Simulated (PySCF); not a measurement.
CH5BiO2, SMILES [CH3][Bi]([OH])[OH]. The structure is a stationary point at B3LYP-D3(BJ)/def2-SVP. The def2 effective core potentials stand for the cores of Bi; spin–orbit coupling is left out. The values are those of a single conformer.

Problem. Give the equilibrium geometry at B3LYP-D3(BJ)/def2-SVP (PySCF confirms it by a frequency run) as a Z-matrix, and its point group. (Estimate from the structure and the level; the computed values follow.)

Solution. Several could match; the one computed here: point group Cs.
```
C
H 1 1.1001
H 1 1.1001 2 109.86
H 1 1.1010 2 109.35 3 120.02
Bi 1 2.2978 2 109.82 4 119.09
O 5 2.1102 1 93.81 2 -68.93
H 6 0.9687 5 111.18 1 -29.55
O 5 2.1102 6 100.91 7 65.08
H 8 0.9687 5 111.18 6 -65.08
```
Charge 0, spin multiplicity 1.
